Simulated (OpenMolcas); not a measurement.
## S3+: the spin-orbit constant, worked from levels

```
Program             : OpenMolcas 26.06
Basis               : ANO-L-VQZP [6s5p3d2f]
Scalar Hamiltonian  : non-relativistic, point nucleus
Active space        : 3 electrons in 4 orbitals (3s 3p)
State averaging     : 2S+1 = 4 odd, 1 root; 2S+1 = 2 odd, 11 roots; 2S+1 = 4 even, 3 roots; 2S+1 = 2 even, 9 roots
Spin-orbit coupling : state interaction with AMFI integrals over the reference wave functions, term energies averaged over their components
```

Methods: CASSCF; MS-CASPT2, IPEA 0.25 Eh, imaginary shift 0.1 Eh (closed shells correlated: 2s 2p). Measured levels: NIST levels in Podobedova, Kelleher and Wiese, J. Phys. Chem. Ref. Data 38, 171 (2009).

**The spin-orbit constant.** For the Hund term ²P° of p1, E(J) = (A/2) J(J+1) + constant and ζ = 2S·A = A. From J = 1/2 to J = 3/2 the energy changes by 1.5 A.

```tsv
Source	E(3/2) - E(1/2)	A	ζ
CASSCF	832.3	554.9	555
MS-CASPT2	837.2	558.1	558
measured	951.4	634.3	634
```

All in cm-1. MS-CASPT2 is off by -12.0 % and CASSCF by -12.5 %. Both methods take the spin-orbit matrix elements from the reference wave functions, so the second can move ζ only through the term energies and any multistate remixing.

Over all roots computed the reference weight is 0.89 to 0.99 in MS-CASPT2; the roots of lowest weight are the least certain, and an intruder state may touch them. Measured partners are found by configuration, term and J. A level has none where our copy of the source lacks it or the pairing is in doubt (some pairs that miss far off the trend of their configuration count as doubtful), and it then counts in no deviation. Levels of configurations outside the active space are missing.

° marks odd parity.
